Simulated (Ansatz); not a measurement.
Computed with Ansatz on PBE0-D4/def2-TZVP structures; ΔE is electronic, products minus reactants. CBS: MP2 limit from def2 TZ/QZ plus the TZ coupled-cluster correction, frozen cores. This one scheme is used for every species. DFT in def2-TZVPP. B3LYP here is the variant with VWN-RPA as its local correlation; programs differ in this. HSE06 is defined as in plane-wave codes. Open shells (•) are unrestricted, without spin–orbit coupling. One conformer a species, not always the lowest.

Consider the homolysis of the C–O bond: `CO[Si](N)(F)F` → `[CH3]`• + `N[Si]([O])(F)F`•.

```
             level  ΔE (kcal/mol)  difference from CCSD(T)/CBS
       LDA (SPW92)          113.3                          9.5
            PBE-D4           94.0                         -9.8
         revPBE-D4           90.4                        -13.4
           BLYP-D4           89.3                        -14.5
            B97M-V           93.7                        -10.1
           PBE0-D4           97.6                         -6.2
          B3LYP-D4           94.5                         -9.3
        r2SCAN0-D4           92.7                        -11.1
          HSE06-D4           97.6                         -6.2
          BHLYP-D4           94.8                         -9.0
      CAM-B3LYP-D4           99.2                         -4.6
           ωB97X-V          102.1                         -1.7
           ωB97M-V          102.1                         -1.7
            B2PLYP           98.3                         -5.5
          PBE-QIDH          102.6                         -1.2
               PBE           92.4                        -11.4
            revPBE           85.8                        -18.0
              BLYP           85.8                        -18.0
            r2SCAN           89.7                        -14.1
              PBE0           96.2                         -7.6
             B3LYP           91.9                        -11.9
           r2SCANh           90.9                        -12.9
             HSE06           96.2                         -7.6
             BHLYP           92.8                        -11.0
           LC-ωPBE          100.0                         -3.8
       HF/def2-SVP           72.3                        -31.5
      MP2/def2-SVP          109.7                          5.9
     CCSD/def2-SVP          100.0                         -3.8
  CCSD(T)/def2-SVP          101.2                         -2.6
     HF/def2-TZVPP           67.3                        -36.5
    MP2/def2-TZVPP          110.5                          6.7
SCS-MP2/def2-TZVPP          107.4                          3.6
   CCSD/def2-TZVPP           98.4                         -5.4
CCSD(T)/def2-TZVPP          100.6                         -3.2
     HF/def2-QZVPP           67.4                        -36.4
    MP2/def2-QZVPP          112.4                          8.6
SCS-MP2/def2-QZVPP          109.4                          5.6
      HF/CBS(def2)           67.4                        -36.4
     MP2/CBS(def2)          113.7                          9.9
    CCSD/CBS(def2)          101.6                         -2.2
       CCSD(T)/CBS          103.8                            0
```

Largest T1 diagnostic among the species: 0.023.

From BLYP to BHLYP (50 % exact exchange), in def2-TZVPP and without D4, ΔE moves by +7.0 kcal/mol. In def2-TZVPP, CCSD(T) changes the Hartree–Fock value by +33.3 kcal/mol (the triples alone add +2.2 kcal/mol) and MP2 by +43.2 kcal/mol; breaking electron pairs costs correlation energy, which Hartree–Fock lacks.
